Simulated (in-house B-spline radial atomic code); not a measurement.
The numbers below are computed, except where a source is named.
## Correlation energy from the adiabatic connection: −V exp(−r²/w²), V = 9.17, w = 0.826

Two electrons in a singlet, external potential −V exp(−r²/w²), V = 9.17, w = 0.826 (atomic units). Full CI in B-splines (partial waves to l = 8, correlation up to 0.6 % small) with the density held fixed gives W(λ) = <V_ee>_λ − U, and E_c is the integral of W(λ) − W(0) from 0 to 1.

```tsv
λ	W(λ) − W(0) (hartree)
0	0.00000
0.02	-0.00186
0.05	-0.00463
0.12	-0.01098
0.25	-0.02238
0.4	-0.03494
0.6	-0.05075
0.8	-0.06559
1	-0.07952
```

(1) Integrate the table by the trapezoid rule.

(2) Now use only three numbers: W(0) = -1.3349, the initial slope W'(0) = -0.09335 (extrapolated from the first points) and the strong-coupling limit of the point-charge-plus-continuum model, W∞ = -1.8706. What do second-order theory and the interpolation W(λ) = W∞ + (W(0) − W∞)/√(1 + 2χλ) of Seidl, Perdew and Levy give?

Results:

(1) The strips give -0.00002, -0.00010, -0.00055, -0.00217, -0.00430, -0.00857, -0.01163, -0.01451, which sum to -0.04184 hartree. The direct value, W(1) − W(0) + T_c with T_c = 0.03762, is -0.04190; the curve is convex, so chords lie above it and the trapezoids fall short in size by 0.14 %.

(2) Second order keeps the slope alone: E_c = W'(0)/2 = -0.04668, +11 % in size against -0.04190. Matching the slope fixes χ = W'(0)/(W∞ − W(0)) = -0.09335/(-0.53570) = 0.17426. Integrating, with s = √(1 + 2χ) = 1.161256, E_c = −(W(0) − W∞)(s − 1)/(s + 1) = −0.53570 × 0.161256/2.161256 = -0.03997 hartree, -4.6 % in size against the full result. At λ = 1 the formula gives W − W(0) = -0.07439 against -0.07952. Part of the miss can come from the model's W∞.
